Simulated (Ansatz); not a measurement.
ReO3F was relaxed with PBE0-D4 (def2-SVP) in Ansatz in these states: charge +1 doublet, neutral singlet. The geometries follow in no particular order.

In the def2 sets Re takes a core potential; there is no spin–orbit coupling.

A:

```xyz
5

Re   -0.0643   -0.0024   -0.0348
O     1.0279   -1.2917    0.3695
O     1.0575    1.3136    0.1333
O    -1.1730    0.1213    1.1908
F    -0.8481   -0.1407   -1.6588
```

B:

Cartesian coordinates in Å:
```
Re -0.005 -0.010 0.003
O -1.667 0.070 -0.290
O 0.629 -1.291 -0.897
O 0.227 -0.350 1.641
F 0.816 1.581 -0.457
```

Task: Judge from the bond lengths which geometry belongs to which state (an estimate).

Result: A is the charge +1 doublet (Re1–O3 1.737 Å, Re1–O2 1.737 Å, Re1–F5 1.809 Å); B is the neutral singlet (Re1–O3 1.689 Å, Re1–O2 1.689 Å, Re1–F5 1.848 Å).
